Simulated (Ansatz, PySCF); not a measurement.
Diatomic BeCl-, closed-shell singlet (lowest of 2S+1 = 1, 3 at CCSD(T)/def2-TZVPP on PBE0 minima; our sources give no spin for the ground state, which may be another).

The constants come from a fifth-degree fit in 1/R (seven points, main isotopes). Runs in def2 and cc sets follow the lowest solution found near the PBE0 minimum. The singlet is held restricted. HF and MP2 rows in def2 and cc sets belong to the determinant that coupled cluster picked by its CCSD energy.

Correlated levels freeze the inner cores; with def2 sets outer-core shells near the valence are correlated too. CBS: X⁻³ extrapolation of the correlation energy, Hartree–Fock from the larger set. Rows in STO-3G carry no dispersion term and start afresh at each structure.

The values were computed with Ansatz (a quantum-chemistry and plane-wave program) with Gaussian orbitals; PySCF for STO-3G rows. 

```tsv
level	r_e (Å)	ω_e (cm⁻¹)	ω_e x_e (cm⁻¹)
HF/STO-3G	1.990	…	4.5
B97M-V/def2-TZVPP	1.934	584	7.7
PBE0/def2-TZVPP	1.946	561	7.5
wB97X-V/def2-TZVPP	1.954	558	7.5
MP2/def2-TZVPP	1.952	564	7.3
SCS-MP2/def2-QZVPP	1.944	567	7.9
CCSD(T)/aug-cc-pV(T+d)Z	1.943	570	8.2
CCSD(T)/CBS(aug-cc-pV(Q+d)Z, aug-cc-pV(5+d)Z)	…	…	8.1
```

Q: What belongs in the gaps?

A: 
- CCSD(T)/CBS(aug-cc-pV(Q+d)Z, aug-cc-pV(5+d)Z), r_e (Å): 1.933
- CCSD(T)/CBS(aug-cc-pV(Q+d)Z, aug-cc-pV(5+d)Z), ω_e (cm⁻¹): 572
- HF/STO-3G, ω_e (cm⁻¹): 588

Doubts at one or more of the structures used: a restricted determinant that unrestricted orbitals would lower (MP2/def2-TZVPP, SCS-MP2/def2-QZVPP, CCSD(T)/aug-cc-pV(T+d)Z, CCSD(T)/CBS(aug-cc-pV(Q+d)Z, aug-cc-pV(5+d)Z)).
